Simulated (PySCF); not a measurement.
# Magnesium: a sound run and one with changed settings

Sound run: Mg+ [Ne] 3s1, Mg(2+) [Ne]. Computed with PySCF 2.14 in aug-cc-pVDZ-DK (5s4p2d, 27 functions), with the spin-free X2C one-electron Hamiltonian (Gaussian nucleus). The sound run starts from symmetry-adapted Hartree-Fock orbitals and uses a fine grid where one is needed.

Changed run: initial guess minao, at most 3 SCF cycles. This setting is unsound on purpose.

```tsv
species	method	sound run (hartree)	changed run (hartree)	converged
Mg+	UHF	-199.67045	-199.67042	no
Mg+	TPSS	-200.11130	-200.11130	no
Mg+	r2SCAN	-200.07024	-200.07024	no
Mg(2+)	UHF	-199.12896	-199.12896	no
Mg(2+)	TPSS	-199.55796	-199.55796	no
Mg(2+)	r2SCAN	-199.51873	-199.51873	no
```

The SCF was stopped early; the energies are upper bounds that still move, and correlated levels were skipped or rest on poor orbitals.
